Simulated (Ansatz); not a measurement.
Species: CH₄FSi, charge 0, doublet. CH4FSi (SMILES [SiH2]CF, doublet).
B3LYP-D3(BJ)/def2-TZVP minimum from Ansatz (a program for electronic structure):
```
C
H 1 1.0928
H 1 1.0953 2 108.03
F 1 1.4025 2 108.12 3 116.16
Si 1 1.9052 2 111.53 3 -121.94
H 5 1.4851 1 110.86 2 177.51
H 5 1.4871 6 110.64 1 120.20
```
Charge 0, spin multiplicity 2.

Property: atomisation energy (electronic, to ground-state atoms), in kcal/mol. Open shells are spin-unrestricted; no spin-orbit coupling. CBS(X,Y): correlation extrapolated as X^-3, Hartree-Fock from the larger set. A bracket is a step between two methods taken in the basis named. Functionals run without relativity, which enters their misses. Double hybrids freeze cores in their MP2 part. 'core' is core correlation in cc-pwCVTZ (1s frozen past Ne), 'X2C' scalar relativity in cc-pVTZ-DK, both at CCSD(T). For partners of very few electrons the exact lower level stands in for a higher one.

CCSD(T)/CBS(cc-pV(T+d)Z,cc-pV(Q+d)Z) + [CCSDT(Q) - CCSD(T)]/cc-pV(D+d)Z + core + X2C (Ansatz) gives 530.7 kcal/mol.

Q: How far off this value is PBE/def2-TZVPD (Ansatz), in which direction, and which of these levels come nearer: r2SCAN/def2-TZVPD, B3LYP/def2-TZVPD, wB97M-V/def2-TZVPD, B2PLYP/def2-TZVPD, CCSD(T)/CBS(cc-pV(T+d)Z,cc-pV(Q+d)Z) + core + X2C?

A: PBE gives 536.5 kcal/mol, 5.8 kcal/mol above it. Differences of the others: r2SCAN/def2-TZVPD (Ansatz) 2.4; B3LYP/def2-TZVPD (Ansatz) -3.3; wB97M-V/def2-TZVPD (Ansatz) -0.8; B2PLYP/def2-TZVPD (Ansatz) -7.8; CCSD(T)/CBS(cc-pV(T+d)Z,cc-pV(Q+d)Z) + core + X2C (Ansatz) -0.5 kcal/mol. Nearer than PBE: r2SCAN/def2-TZVPD, B3LYP/def2-TZVPD, wB97M-V/def2-TZVPD, CCSD(T)/CBS(cc-pV(T+d)Z,cc-pV(Q+d)Z) + core + X2C.
